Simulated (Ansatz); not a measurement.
Consider the ligand exchange at the Si–N bond: `Cl[SiH2][NH][GeH3]` + `NBO` → `NBO[SiH2]Cl` + `[NH2][GeH3]`.

Isolated molecules relaxed with PBE0-D4/def2-TZVP in Ansatz; ΔE leaves out vibrations. CBS: MP2 limit from def2 TZ/QZ plus the TZ coupled-cluster correction, frozen cores. This one scheme is used for every species. Functionals use def2-TZVPP. B3LYP here is the variant with VWN-RPA as its local correlation; programs differ in this. HSE06 is defined as in plane-wave codes. For Ge outer-core shells are correlated without core-valence functions, which leaves a few kJ/mol of doubt a bond. Scalar relativity is left out up to krypton. Each species was taken in one conformer, which may not be the lowest.

```tsv
level	ΔE (kJ/mol)	difference from CCSD(T)/CBS
PBE-D4	-22.9	4.3
B3LYP-D4	-28.7	-1.5
CAM-B3LYP-D4	-30.2	-3.0
ωB97M-V	-27.5	-0.3
BLYP	-32.7	-5.5
PBE0	-26.2	1.0
r2SCANh	-29.6	-2.4
r2SCAN0	-29.4	-2.2
HSE06	-26.0	1.2
BHLYP	-34.5	-7.3
LC-ωPBE	-25.7	1.5
RPA@PBE/def2-TZVPP	-28.8	-1.6
MP2/def2-SVP	-19.7	7.5
CCSD/def2-SVP	-21.5	5.7
CCSD(T)/def2-TZVPP	-27.9	-0.7
HF/CBS(def2)	-39.4	-12.2
CCSD(T)/CBS	-27.2	0
```

Largest T1 diagnostic among the species: 0.012.

At CCSD(T), def2-SVP lies +6.4 kJ/mol from the extrapolated value and def2-TZVPP −0.7 kJ/mol. The D4 term adds +4.0 kJ/mol with B3LYP and +2.1 kJ/mol with PBE0; it sums over pairs of atoms, weighted by their polarisabilities, and B3LYP, whose exchange is more repulsive, gets the larger term.
